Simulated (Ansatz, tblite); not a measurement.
Species of one formula, Zn₇H₂₀Se₇ (singlet), each relaxed with PBE-D4/def2-SVP in Ansatz.

The xTB rows come from tblite. Correlated methods freeze 126 core orbitals; core or outer-core shells of Se are correlated, in sets that lack core-valence functions. Single mean-field runs in def2-SVP, def2-TZVP are fitted with def2-universal-jkfit.

A: At HF/STO-3G the highest occupied level of the charge 0 singlet lies above zero (up to 0.21 eV). In Hartree–Fock with STO-3G the lack of diffuse functions raises the level. B: At HF/STO-3G the highest occupied level of the charge 0 singlet lies above zero (up to 0.67 eV). In Hartree–Fock with STO-3G the lack of diffuse functions raises the level.

Other spin states weren't relaxed.

A: Zn₇H₂₀Se₇

```tsv
atom	x (Å)	y (Å)	z (Å)
Se1	-0.964	3.670	1.038
Se2	0.214	1.846	-1.917
Se3	1.360	0.707	1.511
Se4	2.707	-1.089	-2.062
Se5	-2.087	0.076	0.516
Se6	-0.712	-1.722	-3.052
Se7	0.251	-2.712	0.855
Zn8	-0.349	4.654	-1.786
Zn9	2.478	1.136	-0.993
Zn10	-0.936	1.343	2.390
Zn11	1.621	-1.526	2.565
Zn12	-1.816	0.343	-2.234
Zn13	1.067	-2.953	-1.809
Zn14	-2.104	-2.206	1.494
H15	1.085	5.141	-1.397
H16	-1.859	4.584	-2.191
H17	-0.310	4.486	2.096
H18	-2.309	4.119	1.485
H19	0.621	1.890	-3.343
H20	3.638	2.108	-0.597
H21	-1.384	1.447	3.879
H22	2.224	1.472	2.443
H23	3.896	-1.622	-1.349
H24	3.467	-1.845	0.928
H25	3.737	-2.084	1.614
H26	2.232	-1.984	3.916
H27	-3.258	0.835	-2.591
H28	-3.501	0.427	0.788
H29	-1.845	-2.680	-3.005
H30	-2.614	-2.965	-0.832
H31	1.334	-4.494	-1.742
H32	-3.135	-2.968	2.368
H33	-3.103	-3.344	-0.366
H34	0.356	-4.093	1.382
```

B: Zn7H20Se7

Cartesian coordinates in Å:
```
Se -0.9757 -2.8041 1.6835
Se 1.7957 -1.0538 0.0376
Se 2.0929 2.7385 0.4176
Se -0.4363 -2.6731 -2.1149
Se -3.3338 -0.7041 -0.4975
Se -0.5475 0.9861 -1.7309
Se -0.7836 0.6902 1.8354
Zn 3.4196 0.7398 1.2477
Zn -2.3859 -3.1202 -0.4694
Zn 1.9327 -0.0431 -2.4034
Zn 1.4492 -0.4176 2.7101
Zn 0.0399 3.2571 1.8176
Zn -1.8408 2.4932 0.0190
Zn 1.5765 2.6246 -2.0632
H 4.9214 0.4825 0.9050
H 2.6305 0.7574 2.7715
H -3.3287 -4.3564 -0.6451
H 1.9332 -1.1917 -3.4705
H 1.1284 -1.6296 3.6520
H 0.0855 3.8745 3.2507
H -0.8545 3.7668 0.4396
H -3.3881 2.3871 -0.2114
H 2.7563 1.4024 -2.3225
H 1.2191 3.8653 -2.9420
H -0.8213 -4.2909 1.7803
H -2.1709 -2.8895 2.5736
H 2.9605 -1.9687 -0.0492
H 2.9940 3.9049 0.5705
H 0.1996 -3.9978 -1.8565
H -1.2494 -3.2986 -3.2071
H -3.8269 -0.8007 -1.9006
H -4.6432 -1.2514 -0.0142
H -1.1245 1.5780 -2.9632
H -1.4239 0.9426 3.1498
```

Problem. Estimate which lies lowest at each level, and how far above it the others are (kcal/mol).

Solution. 
```
              level    A     B
           GFN1-xTB  0.0  36.8
           GFN2-xTB  0.0  26.7
          HF/STO-3G  0.0  89.8
        HF/def2-SVP  0.0  57.7
    PBE-D4/def2-SVP  0.0  26.7
   PBE-D4/def2-TZVP  0.0  33.6
r2SCAN-D4/def2-TZVP  0.0  36.5
   PBE0-D4/def2-SVP  0.0  30.5
  PBE0-D4/def2-TZVP  0.0  36.6
 BHLYP-D4/def2-TZVP  0.0  43.5
       MP2/def2-SVP  0.0  40.6
```
Point groups (tolerance 0.1 Å): A not assigned, B not assigned. From def2-SVP to def2-TZVP the PBE0 values move by up to 6.1 kcal/mol, so results in the small set are rough.
